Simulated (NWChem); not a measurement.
# Correlation energy of arsine (H3As)

SMILES: [AsH3]
```xyz
4

As     0.0010     0.0726     0.0000
H     -0.6465    -0.7900     1.1000
H     -0.6465    -0.7900    -1.1000
H      1.2585    -0.8174     0.0000
```
Charge 0, spin multiplicity 1.

All runs are NWChem calculations. Structure: optimised with PBE/def2-SVP, a minimum by its harmonic frequencies.

Basis set: def2-TZVP. Each correlation energy counts from its own Hartree-Fock reference.

The Hamiltonian is non-relativistic. The correlated methods keep 9 core orbitals frozen. No row is a measurement; the coupled-cluster row has its own basis-set and correlation limits.

Question: One of these methods gave a correlation energy of -276.6 mHa. Which?
A) CCSD
B) MP2
C) CR-CCSD[T]
D) SCS-MP2

Answer: B, MP2. The others give -268.7 (SCS-MP2), -304.5 (CR-CCSD[T]), -296.2 (CCSD).
